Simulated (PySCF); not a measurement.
C2H6B, SMILES C[B]C, multiplicity 2. Geometry optimised at PBE0-D3(BJ)/def2-TZVP. The isomer is the one that the SMILES or the coordinates give; other isomers of the formula were not compared.

These are PBE0-D3(BJ)/def2-TZVP run with PySCF values and carry that method's errors.

Harmonic wavenumbers (cm⁻¹): 112, 123, 295, 621, 673, 798, 814, 1011, 1174, 1296, 1328, 1411, 1413, 1449, 1450, 2995, 2998, 3057, 3057, 3123, 3123. Rotational constants (GHz): 52.18, 7.321, 6.961; symmetry number 2.

### Question
Work out the zero-point energy and the ideal-gas rigid-rotor harmonic-oscillator thermochemistry at 298.15 K and 1 atm.

### Answer
ZPE = ½ Σ hcν = ½ × 32323 cm⁻¹ = 193.34 kJ/mol. H − E(el) = 209.44 kJ/mol. Entropy in J/(mol K): translation 155.02, rotation 87.62, vibration 38.21, spin 5.76, total 286.61. G − E(el) = 123.98 kJ/mol. Cp = 74.92 J/(mol K). Modes under 150 cm⁻¹ make the vibrational entropy uncertain.
